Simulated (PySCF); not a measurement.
O₂Ti, multiplicity 1. Atoms are numbered in the order given.

```xyz
3

Ti     0.0000     0.0000     0.3899
O      0.0000    -1.3567    -0.5362
O      0.0000     1.3567    -0.5362
```

Geometry: TPSSh-D3(BJ)/def2-TZVP. The multiplicity is an assumed one; other spin states were not compared. The isomer is the one that the SMILES or the coordinates give; other isomers of the formula were not compared.

These are B3LYP/def2-TZVPD (PySCF) values and carry that method's errors.

Symmetry labels are those of the subgroup C2v that the program uses (full group C2v).

Computed valence orbital energies around the gap with their symmetry:
```json
[
 {"orbital": "HOMO−7", "symmetry": "A1", "energy (eV)": "-23.28"},
 {"orbital": "HOMO−6", "symmetry": "B2", "energy (eV)": "-22.90"},
 {"orbital": "HOMO−5", "symmetry": "A1", "energy (eV)": "-9.35"},
 {"orbital": "HOMO−4", "symmetry": "B2", "energy (eV)": "-9.06"},
 {"orbital": "HOMO−3", "symmetry": "A2", "energy (eV)": "-8.76"},
 {"orbital": "HOMO−2", "symmetry": "B1", "energy (eV)": "-8.34"},
 {"orbital": "HOMO−1", "symmetry": "A1", "energy (eV)": "-8.08"},
 {"orbital": "HOMO", "symmetry": "B2", "energy (eV)": "-7.13"},
 {"orbital": "LUMO", "symmetry": "A1", "energy (eV)": "-3.29"},
 {"orbital": "LUMO+1", "symmetry": "B1", "energy (eV)": "-2.39"},
 {"orbital": "LUMO+2", "symmetry": "A1", "energy (eV)": "-2.30"},
 {"orbital": "LUMO+3", "symmetry": "A2", "energy (eV)": "-0.48"}
]
```
